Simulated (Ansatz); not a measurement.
One change: `BC(F)CCl` becomes `BC(F)CN=C`.

Ansatz, PBE0-D4/def2-TZVP geometries, multiplicity 1. Each molecule was computed in one conformer, which needn't be the lowest.

```
                                        property  `BC(F)CCl`
           LUMO energy (ωB97M-V/def2-TZVPP) / eV       -0.20
             HOMO energy (B3LYP/def2-TZVPP) / eV       -8.27
            HOMO–LUMO gap (PBE0/def2-TZVPP) / eV        6.39
           HOMO energy (ωB97M-V/def2-TZVPP) / eV      -10.84
              HOMO energy (PBE0/def2-TZVPP) / eV       -8.53
size of the dipole moment (B3LYP/def2-TZVPP) / D        2.55
```

**Question.** Give the same properties after the change, and the shifts. (An estimate is asked.)

**Answer.** Computed: 
| property | `BC(F)CN=C` | shift |
| --- | --- | --- |
| LUMO energy (ωB97M-V/def2-TZVPP) / eV | 0.12 | 0.32 |
| HOMO energy (B3LYP/def2-TZVPP) / eV | -7.35 | 0.92 |
| HOMO–LUMO gap (PBE0/def2-TZVPP) / eV | 5.77 | -0.62 |
| HOMO energy (ωB97M-V/def2-TZVPP) / eV | -9.96 | 0.88 |
| HOMO energy (PBE0/def2-TZVPP) / eV | -7.57 | 0.96 |
| size of the dipole moment (B3LYP/def2-TZVPP) / D | 3.04 | 0.49 |

With PBE0 the HOMO rises by 0.96 eV and the LUMO rises by 0.33 eV, so the gap narrows by about 0.63 eV. PBE moves the HOMO by 1.01 eV and ωB97M-V by 0.88 eV. Dipoles are sizes alone; their direction can turn.

B3LYP here is the variant with VWN-RPA as its local correlation; programs differ in this.
